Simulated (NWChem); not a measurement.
Program: NWChem. System: ethyl methyl carbonate (C₄H₈O₃), charge 0, spin multiplicity 1, at a geometry optimised with B3LYP/def2-SVP. Level: RHF/def2-SVP.

Part of the output:

```
             Northwest Computational Chemistry Package (NWChem) 7.3.0
             --------------------------------------------------------

                                NWChem Input Module
                                -------------------

 Scaling coordinates for geometry "geometry" by  1.889725989
 (inverse scale =  0.529177249)

 Turning off AUTOSYM since
 SYMMETRY directive was detected!

                             Geometry "geometry" -> ""
                             -------------------------

 Output coordinates in angstroms (scale by  1.889725989 to convert to a.u.)

  No.       Tag          Charge          X              Y              Z
 ---- ---------------- ---------- -------------- -------------- --------------
    1 C                    6.0000     3.03939000    -0.38299800     0.00000000
    2 C                    6.0000     1.78463700     0.46400200     0.00000000
    3 O                    8.0000     0.65444500    -0.42354900     0.00000000
    4 C                    6.0000    -0.54723400     0.15675800     0.00000000
    5 O                    8.0000    -0.76097900     1.34418100     0.00000000
    6 O                    8.0000    -1.47927200    -0.80203300     0.00000000
    7 C                    6.0000    -2.83015700    -0.34774100     0.00000000
    8 H                    1.0000     3.07946000    -1.02766100    -0.89140400
    9 H                    1.0000     3.92979700     0.26463400     0.00000000
   10 H                    1.0000     3.07946000    -1.02766100     0.89140400
   11 H                    1.0000     1.72832100     1.11663700     0.88652900
   12 H                    1.0000     1.72832100     1.11663700    -0.88652900
   13 H                    1.0000    -3.45361500    -1.25042900     0.00000000
   14 H                    1.0000    -3.04255800     0.25946000     0.89329300
   15 H                    1.0000    -3.04255800     0.25946000    -0.89329300

 Effective nuclear repulsion energy (a.u.)     319.5033272197

            Nuclear Dipole moment (a.u.)
            ----------------------------
        X                 Y               Z
 ---------------- ---------------- ----------------
    -0.0000075589    -0.0000094486     0.0000000000

      Symmetry information
      --------------------

 Group name             Cs
 Group number              2
 Group order               2
 No. of unique centers    12

      Symmetry unique atoms

     1    2    3    4    5    6    7    8    9   11   13   14
[...]
              MO Center=  8.4D-01,  3.1D-01, -1.0D-15, r^2= 2.9D+00
   Bfn.  Coefficient  Atom+Function         Bfn.  Coefficient  Atom+Function
  ----- ------------  ---------------      ----- ------------  ---------------
    34      0.424401   3 O  pz               37      0.358267   3 O  pz
    62     -0.265429   5 O  pz               20     -0.237314   2 C  pz
   114     -0.218647  11 H  s               119      0.218647  12 H  s
    65     -0.214716   5 O  pz

 Vector   29  Occ=0.000000D+00  E= 1.786180D-01  Symmetry=a'
              MO Center=  2.4D+00,  2.5D-01, -4.4D-16, r^2= 7.9D+00
   Bfn.  Coefficient  Atom+Function         Bfn.  Coefficient  Atom+Function
  ----- ------------  ---------------      ----- ------------  ---------------
     3      2.284451   1 C  s                17      1.163095   2 C  s
   105     -1.080032   9 H  s               115     -0.917804  11 H  s
   120     -0.917804  12 H  s               100     -0.900040   8 H  s
   110     -0.900040  10 H  s                87      0.670497   7 C  s
    22      0.598219   2 C  py               45     -0.451639   4 C  s

 Vector   30  Occ=0.000000D+00  E= 1.937704D-01  Symmetry=a'
              MO Center= -2.7D+00, -1.8D-01,  5.0D-16, r^2= 8.4D+00
   Bfn.  Coefficient  Atom+Function         Bfn.  Coefficient  Atom+Function
  ----- ------------  ---------------      ----- ------------  ---------------
    87      2.804632   7 C  s               130     -1.290197  14 H  s
   135     -1.290197  15 H  s               125     -1.235703  13 H  s
     3     -0.955964   1 C  s               105      0.416673   9 H  s
    91     -0.377774   7 C  px              100      0.364647   8 H  s
   110      0.364647  10 H  s                45     -0.362144   4 C  s

 Vector   31  Occ=0.000000D+00  E= 2.113996D-01  Symmetry=a"
              MO Center= -5.1D-01,  4.4D-01,  5.5D-15, r^2= 3.7D+00
   Bfn.  Coefficient  Atom+Function         Bfn.  Coefficient  Atom+Function
  ----- ------------  ---------------      ----- ------------  ---------------
    51      0.635329   4 C  pz              115      0.582840  11 H  s
   120     -0.582840  12 H  s               130      0.511612  14 H  s
   135     -0.511612  15 H  s                23     -0.484399   2 C  pz
    48      0.464307   4 C  pz               65     -0.437294   5 O  pz
    93     -0.418377   7 C  pz               62     -0.315269   5 O  pz

 center of mass
 --------------
 x =  -0.07205321 y =   0.00519526 z =   0.00000000

 moments of inertia (a.u.)
 ------------------
         211.997937076570         -22.361406097960           0.000000000000
         -22.361406097960        1342.439319366270           0.000000000000
           0.000000000000           0.000000000000        1520.196192546402

  Mulliken analysis of the total density
  --------------------------------------

    Atom       Charge   Shell Charges
 -----------   ------   -------------------------------------------------------
    1 C    6     6.07   1.99  0.86  0.22  2.05  0.91  0.04
    2 C    6     5.79   1.99  0.89  0.17  1.96  0.71  0.07
    3 O    8     8.51   1.99  1.06  0.74  2.87  1.84  0.02
    4 C    6     5.29   1.99  0.89  0.03  1.83  0.36  0.20
    5 O    8     8.45   1.99  1.07  0.73  2.82  1.82  0.02
    6 O    8     8.51   1.99  1.06  0.73  2.87  1.84  0.02
    7 C    6     5.78   1.99  0.86  0.18  1.96  0.73  0.06
    8 H    1     0.95   0.75  0.17  0.03
    9 H    1     0.96   0.75  0.18  0.03
   10 H    1     0.95   0.75  0.17  0.03
   11 H    1     0.95   0.76  0.17  0.02
   12 H    1     0.95   0.76  0.17  0.02
   13 H    1     0.95   0.76  0.16  0.02
   14 H    1     0.95   0.76  0.17  0.02
   15 H    1     0.95   0.76  0.17  0.02

       Multipole analysis of the density wrt the origin
       ------------------------------------------------

     L   x y z        total         open         nuclear
     -   - - -        -----         ----         -------
     0   0 0 0     -0.000000      0.000000     56.000000

     1   1 0 0      0.092078      0.000000     -0.000008
     1   0 1 0     -0.145312      0.000000     -0.000009
     1   0 0 1     -0.000000      0.000000      0.000000

     2   2 0 0    -22.726802      0.000000    788.430023
     2   1 1 0      2.377749      0.000000     13.481199
     2   1 0 1      0.000000      0.000000      0.000000
     2   0 2 0    -35.864674      0.000000    108.756237
     2   0 1 1      0.000000      0.000000      0.000000
     2   0 0 2    -30.185491      0.000000     16.987604

 Task  times  cpu:        3.4s     wall:        3.4s

 Total times  cpu:        3.5s     wall:        3.5s
```

Write an NWChem input that would produce this output.

One answer among several that fit: 
```
start mol
memory heap 200 mb stack 900 mb global 1100 mb
geometry units angstroms nocenter noautoz
  C      3.039390    -0.382998     0.000000
  C      1.784637     0.464002     0.000000
  O      0.654445    -0.423549     0.000000
  C     -0.547234     0.156758     0.000000
  O     -0.760979     1.344181     0.000000
  O     -1.479272    -0.802033     0.000000
  C     -2.830157    -0.347741     0.000000
  H      3.079460    -1.027661    -0.891404
  H      3.929797     0.264634     0.000000
  H      3.079460    -1.027661     0.891404
  H      1.728321     1.116637     0.886529
  H      1.728321     1.116637    -0.886529
  H     -3.453615    -1.250429     0.000000
  H     -3.042558     0.259460     0.893293
  H     -3.042558     0.259460    -0.893293
  symmetry group Cs
end
basis spherical
  * library def2-svp
end
scf
  rhf
  nopen 0
  maxiter 100
  thresh 1e-7
  semidirect memsize 60000000 filesize 0
end
task scf energy
```
